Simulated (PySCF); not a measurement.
# Computed properties of TiFH₃, SMILES [F][TiH3], multiplicity 1

TiFH₃, SMILES [F][TiH3], multiplicity 1. The structure is a stationary point at PBE0-D3(BJ)/def2-TZVP. The multiplicity is an assumed one; no other spin state was optimised. The structure was generated by enumeration; whether it is a known compound was not checked. Other conformers were not sampled. All values are computed for the isolated molecule unless a solvent is named; none is compared with measurement here.

**Structure.** The optimised structure has C3v symmetry. All 9 harmonic modes at PBE0-D3(BJ)/def2-TZVP (PySCF) are real, so it is a minimum.

**Vibrations.** The strongest infrared lines (harmonic, unscaled, degenerate partners summed) lie at 1767 cm⁻¹ (803 km/mol, H 97 %), 819 cm⁻¹ (294 km/mol, F 59 %, Ti 31 %, H 10 %), 579 cm⁻¹ (116 km/mol, H 99 %). The softest mode is at 423 cm⁻¹ and the zero-point energy is 12.5 kcal/mol.

**Electronic structure.** CAM-B3LYP/def2-TZVPD (PySCF) places the frontier levels at -10.59 and -1.84 eV, a gap of 8.75 eV, and gives a dipole moment of 0.71 D and a mean polarisability of 44.1 bohr³. PBE/def2-TZVPD (PySCF) at the same geometry gives -7.59 and -4.29 eV, so its gap is 5.45 eV narrower. An orbital gap is neither the optical nor the fundamental gap.

**Excitations.** TDDFT-ωB97X/def2-TZVPD (PySCF) has S1 at 3.50 eV (354 nm, f = 0.000, dark); the most intense of the 10 singlets computed lies at 5.49 eV (f = 0.02). Strengths of degenerate partners are summed. T1 (TDA) is at 3.21 eV. TDDFT-PBE/def2-TZVPD (PySCF) puts S1 at 3.28 eV. No vertical singlet excitation falls in the visible range (under 3.1 eV).

**NMR.** GIAO shifts at HF/pcSseg-2 (PySCF) (non-relativistic, atoms alike by connectivity averaged): ¹H at 7.9 ppm against TMS; ¹⁹F at 286.6 ppm against CFCl3.
